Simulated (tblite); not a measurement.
Compound: CH₁₄OSi₅.
SMILES with atom numbers: `[CH3:1][Si@H:2]([SiH2:3][SiH3:4])[SiH2:5][O:6][SiH3:7]` (hydrogens: H8, H9, H10 on C1; H11 on Si2; H12, H13 on Si3; H14, H15, H16 on Si4; H17, H18 on Si5; H19, H20, H21 on Si7)

Structure optimised with GFN2-xTB, isolated species.

Q: What internal coordinates does the optimisation give?

A: 
| bond | length (Å) |
| --- | --- |
| C1–Si2 | 1.910 |
| Si2–Si3 | 2.344 |
| Si3–Si4 | 2.313 |
| Si2–Si5 | 2.309 |
| Si5–O6 | 1.632 |
| O6–Si7 | 1.615 |
| C1–H8, C1–H9, C1–H10 | 1.086 |
| Si2–H11 | 1.486 |
| Si3–H12 | 1.477 |
| Si3–H13 | 1.478 |
| Si4–H14, Si4–H15, Si4–H16 | 1.466 |
| Si5–H17 | 1.471 |
| Si5–H18 | 1.470 |
| Si7–H19, Si7–H20, Si7–H21 | 1.461 |

Bonds in one row agree within 0.01 Å and their mean is given. A selection of angles:
| angle | degrees |
| --- | --- |
| Si2–C1–H8 | 112.1 |
| H8–C1–H9 | 107.5 |
| C1–Si2–Si3 | 110.2 |
| C1–Si2–Si5 | 109.0 |
| C1–Si2–H11 | 104.0 |
| Si3–Si2–Si5 | 115.3 |
| Si3–Si2–H11 | 107.6 |
| Si5–Si2–H11 | 110.1 |
| Si2–Si3–Si4 | 114.9 |
| Si2–Si3–H12 | 111.3 |
| Si2–Si3–H13 | 109.2 |
| Si4–Si3–H12 | 109.9 |
| Si4–Si3–H13 | 109.2 |
| H12–Si3–H13 | 101.6 |
| Si3–Si4–H14 | 111.3 |
| Si3–Si4–H15 | 114.3 |
| H14–Si4–H15 | 105.7 |
| H14–Si4–H16 | 107.3 |
| Si2–Si5–O6 | 100.6 |
| Si2–Si5–H17 | 116.8 |
| Si2–Si5–H18 | 120.2 |
| O6–Si5–H17 | 106.4 |
| O6–Si5–H18 | 106.1 |
| H17–Si5–H18 | 105.3 |
| Si5–O6–Si7 | 155.1 |
| O6–Si7–H19 | 103.6 |
| O6–Si7–H20 | 109.1 |
| O6–Si7–H21 | 107.5 |
| H19–Si7–H20 | 112.3 |
| H19–Si7–H21 | 113.4 |
| H20–Si7–H21 | 110.5 |

Dihedral angles: C1–Si2–Si3–Si4 -178° (antiperiplanar); C1–Si2–Si5–O6 177° (antiperiplanar); Si2–Si5–O6–Si7 -178° (antiperiplanar).

O6 (siloxane oxygen) is bent (angle 155.1°). Si3 (SiH2 silicon) is distorted tetrahedral (angles from 101.6° to 114.9°). Si4 (SiH3 silicon) is distorted tetrahedral (angles from 105.7° to 114.3°). Si2 (SiH silicon) is distorted tetrahedral (angles from 104.0° to 115.3°). Si5 (oxygen-bound silicon) is distorted tetrahedral (angles from 100.6° to 120.2°). The Si–Si distances run from 2.309 Å (Si2–Si5, drawn single) to 2.344 Å (Si2–Si3, drawn single), a spread of 0.035 Å. Of the pairs four or more bonds apart, Si4···Si7 is among the closest relative to their van der Waals radii: 4.27 Å, 102 % of the sum of Bondi's values.

Point group: C1 (no symmetry element, even within 0.4 Å). Its lowest GFN2-xTB frequency is 14 cm⁻¹, too small to tell a flat minimum from a shallow saddle. The numbers are those of one conformer.

Time: 4.8 s. Hardware: one thread of an Intel Xeon at 2.50 GHz, shared host. That covers the optimisation of the geometry.

All values are computed, not measured.
